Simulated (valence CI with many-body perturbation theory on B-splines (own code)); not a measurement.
**Ladder of approximations for Te XXXI**

Calculated by configuration interaction combined with many-body perturbation theory (CI+MBPT): four valence electrons over a frozen Dirac-Fock core [Ar], a basis of 9 s, 9 p, 10 d, 8 f, 5 g, 3 h, 1 i functions for each j, with the one-electron correlation potential Σ1 (screened to all orders), the two-electron term Σ2, the three-electron term Σ3, Breit, model QED; selected single and double excitations, second order for the rest (own B-spline code, finite nucleus).

The last digits are not significant, and no measured levels were compared; by estimate large intervals hold to a few tenths of a per cent, small ones and those within an open d or f shell to about a per cent. Core correlation moves these levels by up to 7700 cm⁻¹, and in measured spectra 5 to 20 % of such shifts remained as error; rates that hang on mixing are uncertain with them. Only levels of the ground parity were solved; by the run's estimate the other parity begins above the list, which can be wrong where configurations are misplaced.

Each rung adds one term. CI alone is the Dirac-Coulomb CI over the frozen core; QED comes last and gives the full result, which names the levels. Energies are above (3d3/2^4) J=0 on the same rung, in cm⁻¹.

Levels are named by their leading jj configuration (3d3/2^4 stands for four electrons in 3d with j = 3/2), which in mixed levels can hold well under half, so a name can repeat and another be missing. Letters in brackets count levels of one name in rising energy.

```csv
Level,CI alone,+ Σ1,+ Σ2,+ Σ3,+ Breit,Full
(3d3/2^3 3d5/2) J=1,61333,62033,64071,64737,61382,61669
(3d3/2^3 3d5/2) J=2,102281,103294,105632,106303,100554,100960
(3d3/2^3 3d5/2) J=4,127371,128222,130091,129826,122517,122844
(3d3/2^3 3d5/2) J=3,126053,127132,129183,129585,122762,123188
(3d3/2^2 3d5/2^2) J=0 [a],178643,179999,181452,181030,175588,176117
(3d3/2^2 3d5/2^2) J=4 [a],189693,191117,194835,194977,185787,186339
(3d3/2^2 3d5/2^2) J=3 [a],211183,212504,213683,213668,206692,207188
(3d3/2^2 3d5/2^2) J=2 [a],212780,214011,213692,214442,208563,209020
(3d3/2^2 3d5/2^2) J=5,227992,229473,233092,233116,222184,222743
(3d3/2^2 3d5/2^2) J=1,233834,235388,235272,236072,228920,229509
(3d3/2^2 3d5/2^2) J=6,244024,245551,250139,249939,236455,237029
(3d3/2^2 3d5/2^2) J=4 [b],265103,266684,267941,266933,256362,256946
(3d3/2^2 3d5/2^2) J=2 [b],271677,273254,271274,271711,262960,263542
(3d3/2^2 3d5/2^2) J=3 [b],277441,278923,276465,276324,267778,268316
(3d3/2 3d5/2^3) J=4 [a],295814,297876,300784,300768,289355,290148
(3d3/2^2 3d5/2^2) J=2 [c],319760,321537,320822,321462,313149,313803
(3d3/2 3d5/2^3) J=3 [a],320091,322232,324020,323798,313506,314323
(3d3/2 3d5/2^3) J=5,341938,344209,347524,347303,332854,333718
(3d3/2 3d5/2^3) J=1 [a],348075,350233,349207,348371,339131,339944
```

(1) How does the ionisation energy move along the ladder, and which term matters most?

Answers

(1) CI alone 1794.0, + Σ1 1796.5, + Σ2 1804.3, + Σ3 1804.4, + Breit 1803.3, + QED 1803.4 eV. The largest step is Σ2, 7.8 eV. NIST lists 1803 ± 4 eV (theoretical).
